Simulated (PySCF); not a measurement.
# `C#C[C@@]1([SiH3])CCCSC1`: 4 charge schemes on one density

Compound: C7H12SSi.
Atom-mapped SMILES: `[CH:1]#[C:2][C@@:3]1([SiH3:4])[CH2:5][CH2:6][CH2:7][S:8][CH2:9]1` (hydrogens: H10 on C1; H11, H12, H13 on Si4; H14, H15 on C5; H16, H17 on C6; H18, H19 on C7; H20, H21 on C9)

Cartesian coordinates in Å at the GFN2-xTB level; atoms count from 1:
```xyz
21
C7H12SSi angstrom
C     -0.7928    2.6499   -0.5011
C     -0.7448    1.4870   -0.2195
C     -0.6790    0.0822    0.1238
Si    -2.4854   -0.5912    0.1510
C      0.1533   -0.6709   -0.9263
C      1.5950   -0.1699   -1.0078
C      2.3477   -0.3966    0.2919
S      1.6235    0.5941    1.6351
C     -0.0660   -0.0810    1.5115
H     -0.8310    3.6693   -0.7448
H     -2.4293   -2.0119    0.5041
H     -3.2423    0.1581    1.1499
H     -3.0498   -0.4197   -1.1856
H     -0.3169   -0.5534   -1.9056
H      0.1560   -1.7376   -0.6815
H      1.5923    0.8981   -1.2373
H      2.1151   -0.6924   -1.8154
H      2.3186   -1.4461    0.5932
H      3.3852   -0.0752    0.2128
H     -0.6412    0.4605    2.2618
H     -0.0171   -1.1363    1.7893
```

Density: PBE0/pcSseg-1 (PySCF); schemes: Mulliken, IAO, Hirshfeld and ESP-fitted. The structure is a single GFN2-xTB conformer in the gas phase; no vibrational or solvent corrections.

Question: Atoms with like bonding are taken together and averaged. For which atoms does the sign change between the 4 schemes (beyond +0.03 e in one, beyond −0.03 e in another)?

Answer: C2, C3, C6 and S8.

Question: Do the Mulliken, IAO, Hirshfeld and ESP-fitted schemes agree on where the charge is lowest?

Answer: The schemes don't all agree: Mulliken C3 (-0.785); IAO C7 (-0.338); Hirshfeld C1 (-0.116); ESP-fitted C9 (-0.541).

Question: Give the atomic charges in each scheme.

Answer: In e; atoms taken as equivalent share a row and are averaged (×n: the atom named and its like, n in all):

| atom | environment | Mulliken | IAO | Hirshfeld | ESP-fitted |
| --- | --- | --- | --- | --- | --- |
| C1 | terminal alkyne carbon | -0.448 | -0.255 | -0.116 | -0.528 |
| C2 | alkyne carbon | +0.508 | -0.036 | -0.042 | +0.159 |
| C3 | sp3 carbon bound to silicon | -0.785 | -0.229 | -0.054 | +0.043 |
| Si4 | SiH3 silicon | +0.568 | +0.612 | +0.317 | +0.244 |
| C5 | ring CH2 carbon | -0.108 | -0.247 | -0.066 | -0.182 |
| C6 | ring CH2 carbon | -0.185 | -0.259 | -0.075 | +0.081 |
| C7 | sp3 carbon bound to sulfur | -0.317 | -0.338 | -0.073 | -0.301 |
| S8 | sulfide sulfur | +0.008 | +0.067 | -0.011 | -0.143 |
| C9 | sp3 carbon bound to sulfur | -0.203 | -0.335 | -0.074 | -0.541 |
| H10 | alkyne hydrogen | +0.033 | +0.200 | +0.090 | +0.323 |
| H11/H12/H13 | Si–H hydrogen | -0.071 | -0.112 | -0.072 | -0.061 |
| H14 | methylene hydrogen | +0.136 | +0.142 | +0.042 | +0.061 |
| H15 | methylene hydrogen | +0.117 | +0.126 | +0.037 | +0.110 |
| H16 | methylene hydrogen | +0.146 | +0.149 | +0.032 | +0.055 |
| H17 | methylene hydrogen | +0.124 | +0.138 | +0.042 | +0.013 |
| H18 | methylene hydrogen | +0.143 | +0.137 | +0.036 | +0.131 |
| H19 | methylene hydrogen | +0.157 | +0.159 | +0.048 | +0.175 |
| H20 | methylene hydrogen | +0.168 | +0.162 | +0.046 | +0.267 |
| H21 | methylene hydrogen | +0.150 | +0.141 | +0.038 | +0.211 |

Mean size of the charges over all atoms: Mulliken 0.215 e, IAO 0.194 e, ESP-fitted 0.179 e, Hirshfeld 0.069 e. Each set sums to the total charge, 0, to within 0.001 e. The Mulliken scheme counts on each atom the diagonal of the density matrix times the overlap matrix over that atom's basis functions.

Question: Sum the charges by element, for elements with more than one atom.

Answer: 
```
element  atoms  Mulliken     IAO  Hirshfeld  ESP-fitted
      C      7    -1.538  -1.699     -0.501      -1.267
      H     12    +0.962  +1.020     +0.194      +1.165
```

Question: How many electrons does the Mulliken scheme count on C1?

Answer: Z − q = 6 − (-0.448) = 6.448.
